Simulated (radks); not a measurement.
The titanium ion Ti3+, 19 electrons, occupied as [Ar] 3d1.

Calculated with a radial shooting solver on a logarithmic mesh with Libxc functionals: scalar-relativistic Kohn-Sham, SCAN, spin-polarised, spherical densities, finite nucleus; open shells are filled with parallel spins first; meta-GGA in the generalised Kohn-Sham scheme; Fermi nuclear charge, rms radius 3.5921 fm.

Energy parts (eV):
part                      energy
total                 -23187.756
kinetic                23385.833
electron-nucleus      -54491.818
Hartree                 9045.459
exchange-correlation   -1127.230

Orbitals (lengths in bohr, moments of r in powers of bohr; r(max) is where P^2 peaks; r(90%) holds 90 % of the orbital's charge):
| orbital | occ. | eigenvalue (eV) | r(max) | r(90%) | <r^2> |
|---|---|---|---|---|---|
| 1s down | 1 | -4922.661 | 0.04556 | 0.124 | 0.006519 |
| 1s up | 1 | -4922.649 | 0.04556 | 0.124 | 0.006519 |
| 2s up | 1 | -578.7815 | 0.2684 | 0.503 | 0.1242 |
| 2s down | 1 | -578.2730 | 0.2684 | 0.503 | 0.1240 |
| 2p up | 3 | -483.5035 | 0.2197 | 0.476 | 0.1035 |
| 2p down | 3 | -483.1260 | 0.2196 | 0.475 | 0.1032 |
| 3s up | 1 | -97.9546 | 0.8651 | 1.48 | 1.131 |
| 3s down | 1 | -96.4409 | 0.8649 | 1.48 | 1.135 |
| 3p up | 3 | -72.6692 | 0.8946 | 1.61 | 1.302 |
| 3p down | 3 | -71.1971 | 0.8948 | 1.61 | 1.305 |
| 3d up | 1 | -34.7055 | 0.9270 | 2.07 | 1.941 |

The highest occupied level is 3d up at -34.705 eV. The density falls to 0.001 e/bohr^3 at r = 2.76 bohr. Spin moment in Bohr magnetons: 1. Summed over all electrons, <r^2> = 12.91 bohr^2, which gives a Langevin (diamagnetic) susceptibility term of -10.2 x 10^-6 cm^3/mol. The spin density at the nucleus is -0.2758 e/bohr^3 (1s 0.0074, 2s -0.4641, 3s 0.1809). The electron density at the nucleus is 8530 e/bohr^3 (large components only). For comparison, the ionisation energy in NIST's Atomic Spectra Database is 43.267 eV (measured). In exact Kohn-Sham theory the highest level is minus the ionisation energy, but local and semilocal functionals leave it too shallow, through self-interaction and a potential that decays too fast; potentials with the right tail come closer.

Empty levels of this run are not shown, since the potential may be unsettled where no density lies.
